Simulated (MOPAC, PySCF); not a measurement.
C2H6OSi, SMILES `O[C@@H]1C[SiH2]1` (H–O–C–Si torsion 142°), neutral singlet in the gas phase. 

Cartesian coordinates (Å):
SMILES: [C@H]1(O)[SiH2]C1
```xyz
10

O     -0.9826    -1.1623    -1.0231
C     -0.2887    -0.6855     0.1070
C     -0.3677     0.8288     0.4107
Si     1.3133     0.2315    -0.1178
H     -1.9289    -1.0501    -0.8657
H     -0.3889    -1.3167     0.9897
H     -0.5917     1.1203     1.4306
H     -0.9137     1.4051    -0.3299
H      2.3874     0.0657     0.8773
H      1.7615     0.5632    -1.4789
```
Charge 0, spin multiplicity 1.

All levels are single points at this geometry (B3LYP-D3(BJ)/def2-TZVP); Pople sets use spherical d functions. Orbital energies aren't observables, and empty levels follow the basis.

```tsv
level	HOMO (eV)	LUMO (eV)	gap (eV)	dipole (D)	vertical IE, Delta-SCF (eV)
B3LYP-D3(BJ)/def2-TZVP in PySCF	-6.66	-0.05	6.61	1.51	9.00
B3LYP/6-31G* in PySCF	-6.43	0.47	6.89	1.62	8.85
B3LYP/LANL2DZ in PySCF	-6.75	0.42	7.16	1.95	–
SVWN5/6-31G* in PySCF	-5.49	-0.29	5.20	1.76	8.74
HF/6-31G* in PySCF	-9.43	3.74	13.17	1.61	8.25
PM3 in MOPAC	-9.23	0.24	9.47	1.38	–
```
